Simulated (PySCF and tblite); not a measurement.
Results of a calculation; reference values are marked as such.
C₅H₃F₂N, numbered as in [CH2:1]=[C:2]([F:3])/[C:4]([F:5])=[CH:6]\[C:7]#[N:8].

Search: ETKDG and KDG, MMFF94s, GFN2-xTB, 60 starts; geometries at GFN2-xTB. Weights use B3LYP-D3(BJ)/def2-SVP (IEF-PCM, water) energies plus GFN2-xTB zero-point and thermal terms (modes under about 100 cm⁻¹ blended into free rotors). Symmetry numbers and mirror images are counted. Conformers within 2.5 kcal/mol (GFN2-xTB free energy) were kept, 5 at most. Programs: PySCF with density fitting and tblite.

Rotational constants are equilibrium values for the commonest isotopes; dipoles come from the energy level named and are polarised by its solvent model.

Torsions listed: F3–C2–C4–F5.

```csv
conformer,shape,symmetry
1,180°,Cs
2,0°,Cs
```

(1) Give the rotational constants and dipole components.

(2) Which type of transition is strongest for conformer 1?

## Answers

(1) 
| conformer | A (MHz) | B (MHz) | C (MHz) | abs μa (D) | abs μb (D) | abs μc (D) | κ | Ic−Ia−Ib (u Å²) |
| --- | --- | --- | --- | --- | --- | --- | --- | --- |
| 1 | 3375 | 1686 | 1124 | 5.10 | 1.78 | 0.00 | -0.50 | 0.0 |
| 2 | 3530 | 1540 | 1072 | 1.57 | 0.62 | 0.00 | -0.62 | 0.0 |

(2) a-type, since that component is clearly the largest; the top is asymmetric (κ = -0.50).


Conformer gaps in def2-SVP on xTB geometries can be 2 kcal/mol too large for S=O, P=O and other polar bonds.